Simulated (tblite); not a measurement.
Compound: C10H4S4.
Bonds: C1–C2 (aromatic), C2–C3 (aromatic), C3–C4 (aromatic), C4–S5 (aromatic), C4–S6 (aromatic), S6–C7 (aromatic), C7–S8 (aromatic), S8–C9 (aromatic), C9–S10 (aromatic), S10–C11 (aromatic), C11–C12 (aromatic), C12–C13 (aromatic), C13–C14 (aromatic), C1–S5 (aromatic), C7–C14 (aromatic), C3–C14 (aromatic), C9–C13 (aromatic). Hydrogens: H15 on C1; H16 on C2; H17 on C11; H18 on C12.

Computed with GFN2-xTB (tblite), gas phase: L-BFGS steps from a force-field or distance-geometry start until the largest atomic force falls under 0.01 eV/Å.

Step 2: E = -990.7724 eV
```
atom  x, y, z in Å  |  force x, y, z in eV/Å
C1     -3.2699    0.7534   -0.0497   -0.121  -0.232   0.066
C2     -1.9363    0.9462   -0.1494   -0.339  -0.127   0.108
C3     -1.2567   -0.2610    0.0706   -0.444  -0.407   0.053
C4     -2.0897   -1.3441    0.3205   -0.339   0.117   0.024
S5     -3.7396   -0.8875    0.3095   -0.241   0.284  -0.082
S6     -1.2951   -2.8564    0.5953   -0.190  -0.122   0.028
C7      0.2030   -2.0287    0.3641    0.009  -0.089   0.031
S8      1.8398   -2.5822    0.4144    0.186  -0.019  -0.018
C9      2.3201   -0.9548    0.0616    0.393   0.045   0.007
S10     3.8510   -0.2180   -0.1518    0.180   0.313  -0.078
C11     3.0594    1.3105   -0.4324    0.307  -0.134   0.037
C12     1.7128    1.2685   -0.3641    0.303  -0.202   0.036
C13     1.2897   -0.0398   -0.0753    0.359  -0.164  -0.039
C14     0.0674   -0.6781    0.0980    0.101  -0.379   0.093
H15    -4.0389    1.4712   -0.1584   -0.419   0.354  -0.057
H16    -1.4397    1.8732   -0.3433   -0.083   0.154  -0.061
H17     3.6761    2.1496   -0.6246    0.308   0.396  -0.105
H18     1.0378    2.0843   -0.5033    0.030   0.211  -0.042
```

Step 3: E = -990.8065 eV
```
atom  x, y, z in Å  |  force x, y, z in eV/Å
C1     -3.2749    0.7511   -0.0488   -0.378   0.063   0.020
C2     -1.9457    0.9477   -0.1476    0.032  -0.193   0.084
C3     -1.2658   -0.2657    0.0707   -0.008  -0.234   0.025
C4     -2.0961   -1.3426    0.3212   -0.407  -0.150   0.070
S5     -3.7490   -0.8797    0.3076   -0.192   0.058  -0.034
S6     -1.3002   -2.8652    0.5972   -0.140   0.134  -0.024
C7      0.2034   -2.0331    0.3653    0.024  -0.141   0.041
S8      1.8461   -2.5895    0.4154    0.092   0.202  -0.056
C9      2.3274   -0.9538    0.0619    0.384  -0.042   0.014
S10     3.8595   -0.2090   -0.1541    0.140   0.096  -0.029
C11     3.0670    1.3104   -0.4322    0.300   0.066  -0.007
C12     1.7210    1.2696   -0.3645    0.072  -0.164   0.032
C13     1.2966   -0.0403   -0.0769    0.122  -0.286   0.014
C14     0.0686   -0.6839    0.0997   -0.002  -0.155   0.038
H15    -4.0440    1.4753   -0.1591   -0.319   0.250  -0.039
H16    -1.4420    1.8742   -0.3442   -0.153   0.056  -0.033
H17     3.6798    2.1542   -0.6260    0.282   0.348  -0.092
H18     1.0395    2.0865   -0.5037    0.151   0.092  -0.022
```

Question: Estimate the geometry and energy of step 4. (The exact step hangs on the optimiser's Hessian estimate; all steps are aligned on step 3, rigid shifts and turns removed.)

Answer: E = -990.8464 eV, largest force 0.315 eV/Å
```
atom  x, y, z in Å  |  force x, y, z in eV/Å
C1     -3.2916    0.7521   -0.0476   -0.012   0.289  -0.041
C2     -1.9556    0.9459   -0.1437   -0.010  -0.259   0.059
C3     -1.2750   -0.2747    0.0709    0.107  -0.092   0.036
C4     -2.1136   -1.3460    0.3241   -0.190  -0.155   0.041
S5     -3.7661   -0.8693    0.3046   -0.162  -0.193   0.025
S6     -1.3098   -2.8737    0.5991   -0.057   0.292  -0.056
C7      0.2044   -2.0428    0.3678   -0.004  -0.054   0.024
S8      1.8563   -2.5949    0.4154    0.003   0.308  -0.068
C9      2.3451   -0.9540    0.0626    0.161  -0.056   0.004
S10     3.8745   -0.1960   -0.1577    0.147  -0.162   0.029
C11     3.0833    1.3136   -0.4324   -0.017   0.288  -0.047
C12     1.7326    1.2690   -0.3645    0.032  -0.188   0.028
C13     1.3065   -0.0469   -0.0785   -0.004  -0.201   0.037
C14     0.0692   -0.6928    0.1023    0.002  -0.027  -0.011
H15    -4.0561    1.4845   -0.1607   -0.251   0.179  -0.024
H16    -1.4489    1.8756   -0.3458   -0.231  -0.103   0.014
H17     3.6900    2.1666   -0.6295    0.197   0.212  -0.056
H18     1.0460    2.0900   -0.5046    0.288  -0.077   0.008
```

The energy changes by -0.0399 eV. The first-order estimate −F·Δx gives -0.0594 eV and the mean of the old and new forces, exact on a quadratic surface, -0.0400 eV. The step makes an angle of 36° with the force vector and moves no atom by more than 0.020 Å.

What follows is the cost of the whole relaxation. Time: 0.63 s of wall time. Hardware: an Arm Neoverse N1 with one thread, shared host.
